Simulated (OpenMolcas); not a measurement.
## Computed transition rates of Te V

| Item | Value |
| --- | --- |
| Program | OpenMolcas |
| Method | MS-CASPT2, IPEA 0.25 Eh, imaginary shift 0.1 Eh (closed shells correlated: 4d) |
| Basis | ANO-RCC-VQZP [8s7p5d3f2g] |
| Scalar Hamiltonian | DKH2, point nucleus |
| Active space | 2 electrons in 8 orbitals (5s 5p 6s 6p) |
| State averaging | 2S+1 = 3 even, 3 roots; 2S+1 = 1 even, 7 roots; 2S+1 = 3 odd, 3 roots; 2S+1 = 1 odd, 3 roots |
| Spin-orbit coupling | RASSI with atomic mean-field integrals over the reference wave functions, term energies averaged over their components |

Rates come from the transition moments of the reference wave functions (E1 and E2 in the length form). At fixed line strength A goes as λ^-3 for E1 and M1 and as λ^-5 for E2, so a rate at the computed wavelength can be rescaled to the measured one. Measured vacuum wavelengths follow from level energies in Moore, Atomic Energy Levels, vol. III, NSRDS-NBS 35 (1971 reprint of NBS Circular 467, 1958). Branching counts decays inside the model space alone, at computed energies, and the table is only a selection of the E1 lines, drawn from those between levels with measured partners whose computed energy lies within a factor of 1.5 of the measured one.

```csv
Upper,Lower,Type,λ computed (nm),λ measured (nm),A computed (s-1),A rescaled (s-1),Branching %
5p2 3P0,5s 5p 1P* 1,E1,148.3,154.9,3.97e+07,,0.8
5p2 1D2 [60 %],5s 5p 1P* 1,E1,136.9,140.7,1.08e+09,9.95e+08,30.1
5p2 3P2 [60 %],5s 5p 1P* 1,E1,122.5,123.6,1.29e+09,,26.6
```

Spin-changing lines and M1 lines between different terms are not rescaled, since their strength hangs on the term gaps too.

The largest correction is for 5p2 1D2 [60 %] → 5s 5p 1P* 1 (E1): 1.08e+09 × (136.9 / 140.7)^3 = 9.95e+08 s-1, a factor of 0.92.

The computed rate and branching of 5p2 1D2 [60 %] → 5s 5p 1P* 1 give the upper level a radiative lifetime of 0.301 / 1.08e+09 s-1 = 2.79e-10 s, counting decays inside the model space alone.

No measured rate stands beside these. Rescaling mends the energy factor alone: line strengths can still be far off where a level mixes with configurations outside the active space, and weak or spin-changing lines hang on small mixing coefficients that depend on the term gaps too, so rescaling need not improve them.

CASPT2 breaks the degeneracy within a term, and the mean is taken; among the terms shown or strongly mixed into the levels shown the widest spread is 230 cm-1 (5p2 1D). Over all roots computed the reference weight is 0.88 to 0.95; the roots of lowest weight are the least certain, and an intruder state may touch them. Active for correlation alone: 6p 6s; no level in the range computed is led by a configuration that fills them, so any true level of that kind is missing. The ¹D term of p² mixes with s d, which this space lacks. Computed and measured levels are paired by configuration, term and J; levels that our copy of the source lacks, or whose pairing is in doubt (as where it misses far off the trend of its configuration), stay unpaired. Only configurations of the active space appear.

A share in square brackets marks a mixed level and gives the weight of the term that names it. * marks odd parity.
